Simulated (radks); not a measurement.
Effect of the nuclear size on the molybdenum ion Mo+, [Kr] 4d5. All-electron calculation, Dirac Kohn-Sham, PBE, spin-unpolarised, spherical densities, finite nucleus; open shells fill j = l - 1/2 first; Fermi nuclear charge, rms radius 4.4091 fm. Program: a radial shooting solver on a logarithmic mesh with Libxc functionals. The rms radius is varied about that value; shifts are against it.

| rms radius (fm) | total energy shift (eV) | density at nucleus (e/bohr^3) | 1s1/2 shift (meV) | 2s1/2 shift (meV) | 4s1/2 shift (meV) | 5s1/2 (empty) shift (meV) |
|---|---|---|---|---|---|---|
| 3.9506 | -0.293 | 9.194e+04 | -124 | -13.3 | -0.392 | -0.043 |
| 4.1446 | -0.172 | 9.147e+04 | -72.9 | -7.81 | -0.231 | -0.025 |
| 4.4091 | 0 | 9.086e+04 | 0.000 | 0.000 | 0.000 | 0.000 |
| 4.5546 | 0.0989 | 9.054e+04 | 41.8 | 4.48 | 0.132 | 0.015 |
| 5.0881 | 0.486 | 8.946e+04 | 205 | 22.0 | 0.651 | 0.072 |

Slopes of the eigenvalues against <r^2> in GHz/fm^2, as finite differences over the two radii next to the reference (eigenvalue slopes, not the field-shift constants of lines): 1s1/2 7780, 2s1/2 833, 4s1/2 24.6, 5s1/2 (empty) 2.72.
